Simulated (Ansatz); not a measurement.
Program: Ansatz. Geometries: PBE0-D4/def2-TZVP. ΔE: electronic, gas phase. CBS: MP2 limit from def2 TZ/QZ plus the TZ coupled-cluster correction, frozen cores. DFT in def2-TZVPP. B3LYP here is the variant with VWN-RPA as its local correlation; programs differ in this. For Ge outer-core shells are correlated without core-valence functions, which leaves a few kJ/mol of doubt a bond. Scalar relativity is left out up to krypton. Each species was taken in one conformer, which may not be the lowest.

`N[CH2][GeH2][NH2]` + `C#C[SiH2]O` → `[NH2][GeH2][OH]` + `C#C[SiH2]CN`  (redistribution)

`N[CH2][GeH2][NH2]`:

Z-matrix (Å, degrees):
```
C
Ge 1 1.972
N 1 1.455 2 109.2
H 1 1.101 2 109.1 3 -126.9
H 1 1.094 2 107.0 3 117.9
N 2 1.845 1 114.6 3 170.4
H 2 1.537 1 110.2 3 -69.3
H 2 1.543 1 107.9 3 51.7
H 3 1.012 1 111.5 2 176.3
H 3 1.012 1 111.0 2 -64.4
H 6 1.011 2 114.8 1 -57.8
H 6 1.010 2 114.3 1 68.6
```

`C#C[SiH2]O`:

Cartesian coordinates in Å:
```
C -1.086 -1.725 0.718
C -0.600 -0.669 0.393
Si 0.158 0.923 -0.088
O 1.210 0.731 -1.334
H -1.521 -2.655 1.003
H 0.824 1.471 1.121
H -0.887 1.849 -0.573
H 1.901 0.075 -1.239
```

`[NH2][GeH2][OH]`:

Z-matrix (Å, degrees):
```
Ge
O 1 1.780
N 1 1.819 2 104.8
H 1 1.538 2 111.2 3 -115.1
H 1 1.549 2 106.5 3 123.0
H 2 0.959 1 112.2 3 -147.4
H 3 1.009 1 115.8 2 -150.0
H 3 1.009 1 117.0 2 77.3
```

`C#C[SiH2]CN`:

```xyz
12

C     2.554   -0.144   -0.973
C     1.703   -0.182   -0.119
Si    0.365   -0.223    1.130
C    -1.203    0.430    0.328
N    -1.502   -0.334   -0.874
H     3.315   -0.114   -1.720
H     0.198   -1.623    1.591
H     0.761    0.638    2.275
H    -2.013    0.291    1.054
H    -1.101    1.517    0.179
H    -0.742   -0.267   -1.539
H    -2.336    0.011   -1.332
```

Task: Is it downhill or uphill in electronic energy at CCSD(T)/CBS, and by how much? (An estimate is asked.)

Result: The calculation gave: Uphill: ΔE = +47.7 kJ/mol.

Task: What do these levels give: r2SCAN-D4, ωB97M-V, r2SCAN, B3LYP, MP2/CBS(def2), CCSD/CBS(def2)? (An estimate is asked.)

Result: The calculation gave: r2SCAN-D4 43.1, ωB97M-V 44.6, r2SCAN 43.5, B3LYP 46.7, MP2/CBS(def2) 48.7, CCSD/CBS(def2) 48.8 kJ/mol.

Largest T1 diagnostic among the species: 0.012.
